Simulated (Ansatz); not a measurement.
Isolated molecules relaxed with PBE0-D4/def2-TZVP in Ansatz; ΔE leaves out vibrations. CCSD(T)/CBS adds triple-zeta CCSD(T) − MP2 to the extrapolated MP2 energy (def2 sets, frozen cores). This one scheme is used for every species. Functionals use def2-TZVPP. B3LYP here is the variant with VWN-RPA as its local correlation; programs differ in this. def2 core potentials past Kr. For Sn outer-core shells are correlated without core-valence functions, which leaves a few kJ/mol of doubt a bond. Each species was taken in one conformer, which may not be the lowest.

Consider the formal hydrolysis of the Sn–C bond: `[CH3][SnH]([CH3])[CH3]` + H₂O → `[CH3][SnH]([CH3])[OH]` + CH₄.

| level | ΔE (kJ/mol) |
| --- | --- |
| r2SCAN-D4 | -56.2 |
| B3LYP-D4 | -55.2 |
| BLYP | -63.1 |
| BHLYP | -57.9 |
| HF/def2-SVP | -56.9 |
| MP2/def2-SVP | -55.4 |
| CCSD(T)/def2-TZVPP | -45.6 |
| HF/def2-QZVPP | -61.9 |

(1) What does CCSD(T)/CBS give? (An estimate is asked.)

Largest T1 diagnostic among the species: 0.012.

## Answers

(1) Computed: -46.4 kJ/mol. The listed levels differ from it by -9.8, -8.8, -16.7, -11.5, -10.5, -9.0, 0.8, -15.5 kJ/mol.

From BLYP to BHLYP (50 % exact exchange), in def2-TZVPP and without D4, ΔE moves by +5.2 kJ/mol. In def2-TZVPP, CCSD(T) changes the Hartree–Fock value by +15.3 kJ/mol (the triples alone add +0.5 kJ/mol) and MP2 by +16.5 kJ/mol. At CCSD(T), def2-SVP lies −7.1 kJ/mol from the extrapolated value and def2-TZVPP +0.7 kJ/mol.
